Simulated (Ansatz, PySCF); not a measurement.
Species: SbBr$_{2}$ (charge 0, doublet). It need not be the lowest isomer of its formula. SMILES: [Br][Sb][Br]
Coordinates optimised at B3LYP-D3(BJ)/def2-TZVP (Ansatz, a quantum-chemistry and plane-wave program):
```
Sb
Br 1 2.5221
Br 1 2.5221 2 99.99
```
Charge 0, spin multiplicity 2.

Property: atomisation energy (electronic, to ground-state atoms), in eV. Correlated levels leave the core frozen unless marked. UHF or UKS for open shells. Spin-orbit coupling is left out. Frozen are the shells of the preceding noble gas and the d and f shells that filled before the atom's block. In def2 rows, elements after Kr have scalar-relativistic effective core potentials. The coupled-cluster limit lacks core correlation, which all-electron functionals hold. Basis-set limits of correlation are two-point, X^-3; Hartree-Fock from the larger set. The bracket is a focal-point correction in the basis named.

| level | program | atomisation energy (eV) |
|---|---|---|
| BLYP-D4/def2-TZVPD | Ansatz + dftd4 | … |
| TPSS/def2-TZVPD | PySCF | 5.94 |
| PBE0-D4/def2-TZVP | Ansatz + dftd4 | 5.81 |
| TPSSh-D3(BJ)/def2-TZVPD | PySCF + dftd3 | 5.95 |
| HSE06-D4/def2-TZVPD | Ansatz + dftd4 | … |
| LC-wPBE-D3(BJ)/def2-TZVPD | Ansatz + dftd3 | … |
| wB97X/def2-TZVPD | Ansatz | … |
| B2PLYP/def2-TZVPD | Ansatz | 5.50 |
| SCS-MP2/def2-SVPD | Ansatz | 4.63 |
| SCS-MP2/def2-TZVPP | Ansatz | 5.11 |
| SCS-MP2/def2-TZVPPD | Ansatz | 5.15 |
| RI-MP2/CBS(def2-TZVPPD,def2-QZVPPD)+[CCSD(T)-MP2]/def2-TZVPPD | Ansatz | 5.55 |

Problem. Some entries are withheld; supply them.

Solution. 
- BLYP-D4/def2-TZVPD, atomisation energy (eV): 6.00
- HSE06-D4/def2-TZVPD, atomisation energy (eV): 5.83
- LC-wPBE-D3(BJ)/def2-TZVPD, atomisation energy (eV): 5.36
- wB97X/def2-TZVPD, atomisation energy (eV): 5.86
